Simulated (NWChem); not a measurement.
GaHBrCl; SMILES [Cl][GaH][Br]

```xyz
4

Ga    -0.6401    -0.5017     0.0000
H     -2.1734    -0.7202     0.0000
Cl     0.7243    -2.1491     0.0000
Br     0.3090     1.5671     0.0000
```
Atoms are numbered in this order, from 1.

STO-3G and 3-21G are far too small for this property and stand as cheap habits. Coordinates come from a PBE0/def2-SVP optimisation.

Spin-orbit effects, on the heavy nuclei and on their neighbours, are missing.

Problem. Give the principal values of the shielding tensors (ppm) of Ga1, Cl3, Br4 from Hartree-Fock/STO-3G, GIAO (NWChem), with their diamagnetic and paramagnetic parts as GIAO splits them.

Solution. 
| atom | σ11 | σ22 | σ33 | isotropic | diamagnetic | paramagnetic |
|---|---|---|---|---|---|---|
| Ga1 | 1208.5 | 1574.6 | 1983.2 | 1588.8 | 2612.8 | -1024.0 |
| Cl3 | 968.9 | 1127.3 | 1476.9 | 1191.0 | 1129.9 | 61.2 |
| Br4 | 2792.7 | 2994.5 | 3634.1 | 3140.4 | 3096.8 | 43.7 |
